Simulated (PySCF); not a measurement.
Cr, septet. Base run: B3LYP/aug-cc-pVDZ (PySCF).

Geometry (Å):
```xyz
1

Cr     0.0000     0.0000     0.0000
```
Charge 0, spin multiplicity 7.
Orbitals are unrestricted.
All else is at PySCF's defaults.

The base run was repeated with changes; each row names its change, and settings that it needs were set with it.

| change | basis functions | E (Eh) | HOMO (eV) |
|---|---|---|---|
| base | 59 | -1044.46691 | -4.71 |
| basis = x2c-TZVPall; relativity = none | 48 | -1042.60807 | -4.70 |
| basis = x2c-SVPall; relativity = spin-free X2C | 36 | -1050.62413 | -4.79 |
| basis = x2c-SVPall; relativity = spin-free X2C; nucleus = Gaussian (with nucmod='G') | 36 | -1050.62173 | -4.79 |
| basis = ANO-RCC-VDZP; relativity = spin-free X2C | 34 | -1050.79687 | -4.14 |
| basis = x2c-TZVPall; relativity = spin-free X2C | 48 | -1050.79143 | -4.83 |
| basis = x2c-SVPall; relativity = none | 36 | -1042.71113 | -4.67 |
| basis = ANO-RCC-VDZP; relativity = none | 34 | -1041.75707 | -4.33 |
| basis = x2c-TZVPall; relativity = spin-free X2C; nucleus = Gaussian (with nucmod='G') | 48 | -1050.78888 | -4.83 |
| basis = ANO-RCC-VDZP; relativity = spin-free X2C; nucleus = Gaussian (with nucmod='G') | 34 | -1050.79396 | -4.14 |

Total energies compare only within one method and basis.

Open shells are given as the SCF converged; they aren't shown to be the lowest states, and a large step between rows can be another state.

Basis sets contracted for a relativistic Hamiltonian are a mismatch without it, so the rows without relativity aren't non-relativistic limits. No row has spin-orbit coupling; sets with core potentials leave out the core electrons.
